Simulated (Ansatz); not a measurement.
One change: `N=C(Cl)Br` becomes `BOC(=N)Cl`.

Ansatz, PBE0-D4/def2-TZVP geometries, multiplicity 1. Each molecule was computed in one conformer, which needn't be the lowest.

Scalar relativity is left out up to krypton.

```csv
property,`N=C(Cl)Br`
"ideal-gas entropy at 298 K and 1 bar (rigid rotor, harmonic PBE0-D4/def2-TZVP) / J/(mol·K)",302
HOMO energy (PBE0/def2-TZVPP) / eV,-8.50
LUMO energy (B3LYP/def2-TZVPP) / eV,-1.30
size of the dipole moment (PBE/def2-TZVPP) / D,1.05
LUMO energy (ωB97M-V/def2-TZVPP) / eV,1.13
size of the dipole moment (B3LYP/def2-TZVPP) / D,1.15
```

Task: Give the same properties after the change, and the shifts. (An estimate is asked.)

Result: Ansatz gave: 
```csv
property,`BOC(=N)Cl`,shift
"ideal-gas entropy at 298 K and 1 bar (rigid rotor, harmonic PBE0-D4/def2-TZVP) / J/(mol·K)",316,14
HOMO energy (PBE0/def2-TZVPP) / eV,-8.76,-0.26
LUMO energy (B3LYP/def2-TZVPP) / eV,-1.82,-0.52
size of the dipole moment (PBE/def2-TZVPP) / D,1.69,0.64
LUMO energy (ωB97M-V/def2-TZVPP) / eV,0.38,-0.75
size of the dipole moment (B3LYP/def2-TZVPP) / D,1.87,0.72
```

With PBE0 the HOMO falls by 0.26 eV and the LUMO falls by 0.53 eV, so the gap narrows by about 0.27 eV. PBE moves the HOMO by -0.11 eV and ωB97M-V by -0.32 eV. The zero-point energy changes by 68.7 kJ/mol with +9 modes. Dipoles are sizes alone; their direction can turn.

B3LYP here is the variant with VWN-RPA as its local correlation; programs differ in this.

Spin–orbit coupling is left out; it splits and shifts lone-pair levels of the heavy atoms by tenths of an eV.
